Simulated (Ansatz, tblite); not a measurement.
Dissociation curve of C4H12O3Si, SMILES [Si](OC)(OC)(OC)C. The Si1–O17 bond (Si1 also carries C, O, O; O17 carries C) is varied alone, starting from the PBE0/def2-SVP optimised geometry.

Methods: GFN2-xTB, 300 K electronic temperature (tblite); UKS-PBE0 = unrestricted PBE0/def2-SVP run with Ansatz (an electronic-structure program).

Energies relative to the lowest point of each curve near equilibrium, in kcal/mol; the last columns give the difference from UKS-PBE0:

| R / Å | GFN2-xTB | UKS-PBE0 | GFN2-xTB − UKS-PBE0 |
|---|---|---|---|
| 1.35 | 60.9 | 61.2 | -0.2 |
| 1.47 | 13.3 | 17.3 | -4.0 |
| 1.55 | 2.4 | 4.7 | -2.2 |
| 1.60 | 0.1 | 1.1 | -1.0 |
| 1.65 | 0.0 | 0.0 | 0.0 |
| 1.69 | 1.0 | 0.5 | 0.5 |
| 1.78 | 5.7 | 5.0 | 0.8 |
| 1.86 | 11.5 | 11.5 | 0.0 |
| 2.00 | 23.0 | 25.8 | -2.8 |
| 2.18 | 38.4 | 45.7 | -7.4 |
| 2.43 | 59.0 | 71.2 | -12.2 |
| 2.68 | 77.1 | 91.7 | -14.6 |
| 3.08 | 98.2 | 108.2 | -10.0 |
| 3.44 | 109.8 | 114.2 | -4.4 |
| 4.04 | 119.5 | 118.0 | 1.4 |
| 4.82 | 123.4 | 119.2 | 4.2 |

GFN2-xTB is furthest from UKS-PBE0 at 2.68 (-14.6 kcal/mol, below); its mean absolute difference over the points is 4.1 kcal/mol.

The unrestricted determinant behind UKS-PBE0 is spin-contaminated at 2.68 to 4.82 Å (<S²> up to 1.0, against 0.00 for a pure singlet).
